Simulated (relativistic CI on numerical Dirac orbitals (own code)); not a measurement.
Hg¹⁶⁺: q coefficients and field-shift factors

Computed by Dirac-Coulomb-Breit CI, separate exchange-only KLI orbitals for each configuration, derivatives by finite differences, unscaled Slater integrals, QED left out (own radial code, finite nucleus).

Configuration list (outside the closed core [Kr] 4d10): 4f14.5s2.5p2, 4f14.5s.5p3, 4f14.5s2.5p.5d, 4f13.5s2.5p3, 4f14.5s.5p2.5d, 4f14.5p4, 4f13.5p5, 4f14.5s2.5d2, 4f14.5s.5d3. Double excitations out of closed p, d and f shells are left out; levels of such configurations are missing from the list, as are those of other unlisted configurations, and high levels can miss mixing partners.

With x = (α/α₀)² − 1 an excitation energy changes as ω = ω₀ + qx; K = 2q/ω₀ is the relative enhancement. Terms are leading LS components, so labels can repeat. The field-shift factor is F = δν/δ⟨r²⟩ for the transition from the lowest level.

Lowest level 4f14.5s2.5p2 3P_0.

```tsv
Level	ω₀ (cm⁻¹)	q (cm⁻¹)	F (GHz/fm²)
4f14.5s2.5p2 3P_1	174560	246800	-53.7
4f14.5s2.5p2 1D_2	191418	247200	-53.6
4f14.5s2.5p2 3P_2	378619	496200	-112
4f14.5s2.5p2 1S_0	414842	496300	-114
4f14.5s.5p3 5S°_2	512309	323800	-739
4f13.5s2.5p3 3G_5	561893	-169900	60.3
4f13.5s2.5p3 3D_2	566228	-168200	60.2
4f13.5s2.5p3 3F_3	570755	-168200	60
4f14.5s.5p3 3D°_1	572821	321400	-706
4f13.5s2.5p3 3F_4	578531	-166500	59.7
4f13.5s2.5p3 3D_1	591106	-139600	62.3
4f13.5s2.5p3 3G_4	602656	-138800	62.2
4f13.5s2.5p3 3F_2	608616	-137700	61.5
```

At this charge transitions that keep the count of f electrons are usually good to a few per cent. Levels that differ in their count of f electrons can be misplaced by several ten thousand cm⁻¹, since the correlation energy of f electrons is missing or only estimated; rates across such gaps can be off by orders of magnitude.

(1) Which transition from the lowest level has the largest |K|?

## Answers

(1) 4f14.5s2.5p2 3P_1 at 174560 cm⁻¹, K = 2.83.
